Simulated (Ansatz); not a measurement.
CH₈FNSi₂, SMILES `C[SiH](F)N[SiH3]`. Charge 0, multiplicity 1. Geometry: relaxed with PBE0-D4/def2-TZVP. It is one conformer, not always the lowest.

```xyz
13

C     1.754    0.463   -0.441
Si    0.384   -0.641   -1.013
F     0.815   -2.146   -0.655
N    -1.116   -0.239   -0.291
Si   -1.486    0.274    1.319
H     1.542    1.506   -0.688
H     1.900    0.390    0.639
H     2.691    0.179   -0.926
H     0.185   -0.619   -2.483
H    -1.921   -0.455   -0.865
H    -2.349   -0.709    2.026
H    -2.197    1.581    1.324
H    -0.203    0.416    2.052
```

(1) What is the dipole moment at ωB97M-V/def2-TZVPP? (Estimate.)

(2) And with PBE, r2SCAN, B3LYP? (Estimate.)

(3) Give the Mulliken charges with ωB97M-V, PBE, r2SCAN in def2-TZVPP. (Best estimate.)

Answers

(1) Ansatz gave: 1.54 D, with components (-0.59, 1.37, -0.37) D in this frame, pointing from negative to positive charge.

(2) Ansatz gave: PBE 1.49 D, r2SCAN 1.51 D, B3LYP 1.56 D.

(3) Computed: 
```
atom  ωB97M-V    PBE  r2SCAN
  C1    -0.47  -0.39   -0.33
 Si2     0.61   0.54    0.66
  F3    -0.32  -0.29   -0.34
  N4    -0.35  -0.28   -0.40
 Si5     0.23   0.25    0.36
  H6     0.13   0.11    0.08
  H7     0.13   0.11    0.09
  H8     0.13   0.11    0.08
  H9    -0.07  -0.11   -0.11
 H10     0.10   0.13    0.14
 H11    -0.03  -0.06   -0.08
 H12    -0.04  -0.06   -0.08
 H13    -0.03  -0.06   -0.07
```

B3LYP here is the variant with VWN-RPA as its local correlation; programs differ in this.
